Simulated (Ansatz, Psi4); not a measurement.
Reaction (SMILES): Cl[Si](S)(S)Cl [dichloro-bis(sulfanyl)silane] + H+ -> [Si](Cl)([SH2+])(S)Cl (at S, the best of the heteroatom sites tried; carbon was not tried)

Quantity: proton affinity (enthalpy at 298 K), in kcal/mol. Positive where the reaction releases energy. Conventions: non-relativistic; 6-31G* and kin with 6d, 5d where marked; LANL2DZ with its own core potentials from Na on; dispersion terms only where a functional's name holds one; no spin-orbit coupling; 6-311+G** with 5d, 6d on Na to Ar in Ansatz (an electronic-structure program); frozen cores in correlated levels. CBS(X,Y): correlation extrapolated as X^-3; Hartree-Fock from the larger set. Ab initio and DFT rows: single points at B3LYP-D3(BJ) geometries (Ansatz), with unscaled harmonic terms from B3LYP/6-31G* (Ansatz) at its own minima.

Coupled cluster (Ansatz) is a level with limits of its own, used here on species with T1 under 0.025 (0.045 for open shells) and stable references: CCSD(T)/CBS(cc-pV(T+d)Z,cc-pV(Q+d)Z).

Value to compare with, CCSD(T)/CBS(cc-pV(T+d)Z,cc-pV(Q+d)Z) (Ansatz): 177.2 kcal/mol.

```json
[
 {"level": "HF/STO-3G", "program": "Ansatz", "proton affinity (enthalpy at 298 K) (kcal/mol)": "216.3", "difference": "39.1"},
 {"level": "HF/3-21G", "program": "Ansatz", "proton affinity (enthalpy at 298 K) (kcal/mol)": "147.7", "difference": "-29.5"},
 {"level": "HF/LANL2DZ", "program": "Ansatz", "proton affinity (enthalpy at 298 K) (kcal/mol)": "145.3", "difference": "-31.9"},
 {"level": "PBE/STO-3G", "program": "Ansatz", "proton affinity (enthalpy at 298 K) (kcal/mol)": "225.5", "difference": "48.3"},
 {"level": "B3LYP/STO-3G", "program": "Ansatz", "proton affinity (enthalpy at 298 K) (kcal/mol)": "223.1", "difference": "45.9"},
 {"level": "B3LYP/3-21G", "program": "Ansatz", "proton affinity (enthalpy at 298 K) (kcal/mol)": "158.9", "difference": "-18.3"},
 {"level": "B3LYP/6-31G", "program": "Ansatz", "proton affinity (enthalpy at 298 K) (kcal/mol)": "159.1", "difference": "-18.1"},
 {"level": "B3LYP/6-31G*", "program": "Ansatz", "proton affinity (enthalpy at 298 K) (kcal/mol)": "174.3", "difference": "-2.9"},
 {"level": "B3LYP/6-31G**", "program": "Ansatz", "proton affinity (enthalpy at 298 K) (kcal/mol)": "175.9", "difference": "-1.3"},
 {"level": "B3LYP/6-311+G**", "program": "Ansatz", "proton affinity (enthalpy at 298 K) (kcal/mol)": "176.1", "difference": "-1.1"},
 {"level": "wB97X-D/6-311+G**", "program": "Psi4", "proton affinity (enthalpy at 298 K) (kcal/mol)": "176.1", "difference": "-1.1"},
 {"level": "MP2/STO-3G", "program": "Ansatz", "proton affinity (enthalpy at 298 K) (kcal/mol)": "228.2", "difference": "51.0"},
 {"level": "MP2/3-21G", "program": "Ansatz", "proton affinity (enthalpy at 298 K) (kcal/mol)": "155.4", "difference": "-21.8"},
 {"level": "B3LYP-D3(BJ)/def2-TZVPD", "program": "Ansatz + dftd3", "proton affinity (enthalpy at 298 K) (kcal/mol)": "181.2", "difference": "4.0"},
 {"level": "wB97M-V/def2-TZVPD", "program": "Ansatz", "proton affinity (enthalpy at 298 K) (kcal/mol)": "176.2", "difference": "-1.0"},
 {"level": "B2PLYP-D3(BJ)/def2-TZVPD", "program": "Ansatz + dftd3", "proton affinity (enthalpy at 298 K) (kcal/mol)": "178.8", "difference": "1.6"}
]
```

Among the 13 habitual levels, MP2/STO-3G lies farthest from CCSD(T)/CBS(cc-pV(T+d)Z,cc-pV(Q+d)Z) (Ansatz) (51.0 kcal/mol); 4 of 13 lie above it, and their mean absolute difference is 23.9 kcal/mol, the median 21.8. One case shows no general order.

The levels are drawn from those run, B3LYP/6-31G* more often than the rest, none by its result; left out are runs that failed, that the program found above a lower state of the same kind, or whose <S^2> lies over 0.5 above the pure value.
